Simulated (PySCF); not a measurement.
C₆H₅O, SMILES [O]c1ccccc1, doublet (GFN2-xTB optimised geometry):

```
12

O     -1.422    -2.233     0.000
C     -0.765    -1.185     0.000
C     -1.399     0.122     0.000
C     -0.658     1.270     0.000
C      0.739     1.216     0.000
C      1.397    -0.018     0.000
C      0.688    -1.185     0.000
H     -2.478     0.144     0.000
H     -1.149     2.233     0.000
H      1.312     2.130     0.000
H      2.478    -0.039     0.000
H      1.178    -2.147     0.000
```

Calculation: unrestricted B3LYP/def2-TZVP run with PySCF 2.14.0.

### Question
What are the frontier orbital energies (α orbitals alone; a β orbital can be the lowest empty one) and the dipole moment?

### Answer
HOMO-2 -8.00 eV, HOMO-1 -7.33 eV, HOMO -6.57 eV, LUMO -0.99 eV, LUMO+1 -0.45 eV; dipole moment 3.86 D.

Meta-Löwdin charges at B3LYP/def2-TZVP: O1 -0.41, C2 0.30, C3 -0.12, C4 -0.11, C5 -0.07, C6 -0.11, C7 -0.12, H8 0.13, H9 0.12, H10 0.13, H11 0.12, H12 0.13.
